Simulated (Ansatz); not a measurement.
Born–Oppenheimer molecular dynamics of CH4BFO (8 atoms, charge 0, multiplicity 1). It starts from a relaxed structure.

Theory: RKS PBE0/def2-SVP (Ansatz).

```yaml
ensemble: NVT, Langevin thermostat
time_step: 0.5 fs
steps_asked: 150
set_temperature: 300 K
friction: 0.01 /fs
temperature_schedule: 37 steps to 300 K, then 113 steps to 10 K
seed: 268828
```

First frame:

```xyz
8
Properties=species:S:1:pos:R:3
B 0.162 -0.119 0.105
C -0.013 0.012 1.652
H -0.933 -0.499 1.976
H 0.838 -0.401 2.209
H -0.136 1.072 1.929
O 1.264 -0.666 -0.452
H 1.221 -0.673 -1.415
F -0.804 0.321 -0.718
```

Q: What does the run give?

A: The run went to its last step.

```yaml
steps_done: 150
time_covered: 75 fs
mean_temperature_over_the_second_half: 220 K
spread_of_the_potential_energy_over_the_second_half: 3.3 meV per atom
mean_potential_energy_of_the_second_half_above_the_start: 18.6 meV per atom
```

The schedule's set-point averaged 106 K over the second half and the system 220 K, so it lags behind the ramp. A run of 0.075 ps of so small a system gives no equilibrium averages.

Q: What happens to the structure?

A: The same pairs are bonded in the first frame and the last. Pairs count as bonded within 1.25 times the sum of covalent radii (0.12 Å more for H–H). This is one draw of velocities; another would differ in detail.

Q: How do temperature and energy run in time?

A: 
| time (fs) | T (K) | potential energy less start (eV) |
| --- | --- | --- |
| 0 | 262 | 0.000 |
| 3.5 | 278 | 0.057 |
| 7 | 211 | 0.135 |
| 10.5 | 188 | 0.154 |
| 14 | 120 | 0.186 |
| 17.5 | 127 | 0.159 |
| 21 | 234 | 0.118 |
| 24.5 | 246 | 0.115 |
| 28 | 225 | 0.108 |
| 31.5 | 233 | 0.088 |
| 35 | 225 | 0.120 |
| 38.5 | 197 | 0.154 |
| 42 | 200 | 0.151 |
| 45.5 | 217 | 0.167 |
| 49 | 256 | 0.145 |
| 52.5 | 304 | 0.109 |
| 56 | 265 | 0.126 |
| 59.5 | 215 | 0.162 |
| 63 | 189 | 0.183 |
| 66.5 | 197 | 0.169 |
| 70 | 216 | 0.124 |
| 73.5 | 199 | 0.128 |

The run took 4.3 min on 1 thread of Arm Neoverse V2, on a shared host, peak memory 0.13 GiB.
